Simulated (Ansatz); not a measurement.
Stepwise reaction of `N[SiH2]N` with ammonia, as a gas-phase model of exchange steps in deposition or etching. ΔE in kJ/mol; ΔG adds harmonic PBE0-D4 terms to CCSD(T)/CBS, at 1 bar.

Isolated molecules relaxed with PBE0-D4/def2-TZVP in Ansatz; ΔE leaves out vibrations. CCSD(T)/CBS is the MP2 limit (def2-TZVPP, def2-QZVPP) plus CCSD(T) − MP2 in def2-TZVPP, frozen cores. This one scheme is used for every species. DFT in def2-TZVPP. B3LYP here is the variant with VWN-RPA as its local correlation; programs differ in this. One conformer a species, not always the lowest.

```json
{"step": "1", "reaction": "`N[SiH2]N` + NH₃ → `N[SiH](N)N` + H₂", "PBE-D4": "-47.1", "B3LYP-D4": "-49.6", "ωB97M-V": "-51.3", "CCSD(T)/CBS": "-50.6", "ΔG(600 K)": "-48.6"}
```

(1) Give the row of step 2, `N[SiH](N)N` + NH₃ → `N[Si](N)(N)N` + H₂. (An estimate is asked.)

(2) By hand: ΔE of the 2 steps together at CCSD(T)/CBS.

Results:

(1) Ansatz gave: 
| step | reaction | PBE-D4 | B3LYP-D4 | ωB97M-V | CCSD(T)/CBS | ΔG(600 K) |
| --- | --- | --- | --- | --- | --- | --- |
| 2 | `N[SiH](N)N` + NH₃ → `N[Si](N)(N)N` + H₂ | -38.4 | -42.5 | -43.4 | -42.5 | -38.2 |

(2) (-50.6) + (-42.5) = -93.1 kJ/mol, or -46.5 kJ/mol a step.

In ΔE each step is higher than the one before. All are downhill at CCSD(T)/CBS. ΔG lies between -48.6 and -38.2 kJ/mol a step. PBE-D4 differs from CCSD(T)/CBS by 3.5 to 4.1 kJ/mol a step. Isolated molecules leave out the surface, adducts and barriers. Largest T1 diagnostic: 0.010.
